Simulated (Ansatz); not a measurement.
Cartesian coordinates in Å:
```
F 1.6278 -2.8875 -1.6976
Zr 2.0372 -1.0504 -1.4337
F 3.6245 -0.7986 -0.4211
F 2.1319 -0.0840 -3.0664
C 0.3769 -0.2083 -0.2697
C 0.3723 1.1468 0.0835
C -0.6668 1.6957 0.8190
C -1.7276 0.8943 1.2173
C -1.7479 -0.4513 0.8804
C -0.7055 -0.9951 0.1444
H 1.1909 1.7983 -0.2152
H -0.6514 2.7474 1.0824
H -2.5417 1.3209 1.7925
H -2.5774 -1.0764 1.1919
H -0.7434 -2.0517 -0.1077
```

Charge 0, multiplicity 1. Zr takes the def2 core potential.

Problem. List the B3LYP/def2-TZVPP orbital energies in eV (Ansatz). (Estimate.)

Solution. The calculation gave: Occupied: -671.43, -671.36, -671.36, -277.40, -277.37, -277.35, -277.26, -277.25, -276.73, -59.22, -36.66, -36.60, -35.71, -31.27, -30.48, -30.47, -23.67, -20.77, -20.52, -16.84, -16.55, -14.47, -12.76, -12.69, -12.67, -12.60, -12.45, -12.10, -12.09, -11.90, -11.71, -11.51, -11.47, -11.45, -11.03, -10.52, -9.76, -7.92, -7.50, -7.45. Lowest empty: -2.00, -1.46, -0.88, -0.58, -0.29, -0.26, -0.05, 0.46.

B3LYP here is the variant with VWN-RPA as its local correlation; programs differ in this.
